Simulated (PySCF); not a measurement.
SMILES CB(C)O[SiH](C)C (C4H13BOSi) (GFN2-xTB optimised geometry):

```
20

Si    -0.254     0.308     0.000
C      1.646     0.308     0.000
C     -0.960     2.072     0.000
O     -0.716    -0.370    -1.393
B     -1.292    -1.252    -2.196
C     -2.088    -2.501    -1.605
C     -1.174    -1.053    -3.773
H     -0.765    -0.447     1.158
H      2.045    -0.702    -0.020
H      2.046     0.832    -0.864
H      2.035     0.796     0.888
H     -0.660     2.611     0.893
H     -2.046     2.067    -0.030
H     -0.614     2.641    -0.859
H     -3.159    -2.358    -1.736
H     -1.835    -3.424    -2.121
H     -1.905    -2.641    -0.543
H     -2.081    -1.343    -4.296
H     -0.375    -1.681    -4.163
H     -0.935    -0.028    -4.044
```

Level of theory: PySCF with B3LYP/def2-SVP.

Problem. What are the frontier orbital energies and the dipole moment?

Solution. HOMO-2 -8.69 eV, HOMO-1 -8.16 eV, HOMO -7.24 eV, LUMO 0.55 eV, LUMO+1 1.34 eV; dipole moment 0.78 D.

Meta-Löwdin charges at B3LYP/def2-SVP: Si1 1.01, C2 -0.55, C3 -0.55, O4 -0.56, B5 0.36, C6 -0.43, C7 -0.42, H8 -0.15, H9 0.11, H10 0.11, H11 0.11, H12 0.11, H13 0.11, H14 0.11, H15 0.11, H16 0.10, H17 0.09, H18 0.10, H19 0.11, H20 0.10.
